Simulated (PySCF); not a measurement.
Removal energies of Ir⁴⁹⁺ from EOM-IP-GCCSD

Reference: closed-shell Ir⁴⁹⁺, [Ar] 3d10; one electron is removed. Calculated with PySCF 2.14, two-component X2C-1e with screened spin-orbit coupling, an uncontracted even-tempered set (18 s from 4.4 bohr⁻², ratio 2.6; 15 p from 5.7 bohr⁻², ratio 2.6; 10 d from 5.7 bohr⁻², ratio 2.6; 5 f from 5.8 bohr⁻², ratio 2.8); frozen [Ar]; the 98 highest virtual spinors dropped; of the others 70 kept and the rest restored at second order. No Breit or QED terms. Binding energies in eV.

```json
{"level": "3d3/2", "Koopmans": "4629.2", "second order": "4628.5", "EOM-CCSD": "4628.5"}
{"level": "3d5/2", "Koopmans": "4546.3", "second order": "4545.8", "EOM-CCSD": "4545.8"}
```

For comparison, the ionisation energy of Ir⁴⁹⁺ is 4540 ± 4 eV (theoretical estimate listed by NIST; NIST Atomic Spectra Database, ionization energies).
